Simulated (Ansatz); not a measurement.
System: CsF, net charge 1, doublet state. 
Geometry from a B3LYP-D3(BJ)/def2-TZVP (Ansatz, a program for electronic structure) optimisation:
```xyz
2

Cs     0.0000     0.0000    -0.5253
F      0.0000     0.0000     3.2105
```
Charge +1, spin multiplicity 2.

Basis-set convergence of Hartree-Fock and CCSD(T) correlation energies (hartree) with Ansatz. Valence correlation only, unless marked. UHF or UKS for open shells. Spin-orbit coupling is left out. Frozen are the shells of the preceding noble gas and the d and f shells that filled before the atom's block. The outer core of K, Ca and their heavier congeners is not correlated, a term that matters for these elements. Past Kr the def2 sets carry scalar-relativistic core potentials.

```csv
basis,functions,E(HF),"E(corr, CCSD(T))"
def2-SVP,38,-119.01389,-0.15147
def2-TZVPP,67,-119.14006,-0.21331
def2-QZVPP,119,-119.14416,-0.23524
```

Extrapolating the two largest sets (X = 3 and 4) as X^-3: E(corr) = (64·(-0.23524) - 27·(-0.21331))/37 = -0.2512 Eh, an estimate of the basis-set limit. The largest set recovers 93.6 % of it, the smallest 60.3 %.
